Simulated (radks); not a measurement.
Tm LVIII, configuration [Ne] 3s2. All-electron calculation, Dirac Kohn-Sham, PBE, spin-unpolarised, spherical densities, point nucleus. Program: a radial shooting solver on a logarithmic mesh with Libxc functionals. Some entries of the table are withheld. Estimate them.

| orbital | occ. | eigenvalue (hartree) | <1/r> (bohr^-1) |
|---|---|---|---|
| 1s1/2 | 2 | (1) | 79.16 |
| 2s1/2 | 2 | (2) | 19.37 |
| 2p1/2 | 2 | -511.5668 | (3) |
| 2p3/2 | 4 | -474.3259 | (4) |
| 3s1/2 | 2 | (5) | (6) |

Answer. 
(1) 1s1/2 eigenvalue (hartree): -2345.128
(2) 2s1/2 eigenvalue (hartree): -526.3750
(3) 2p1/2 <1/r> (bohr^-1): 19.29
(4) 2p3/2 <1/r> (bohr^-1): 16.67
(5) 3s1/2 eigenvalue (hartree): -215.6622
(6) 3s1/2 <1/r> (bohr^-1): 7.887
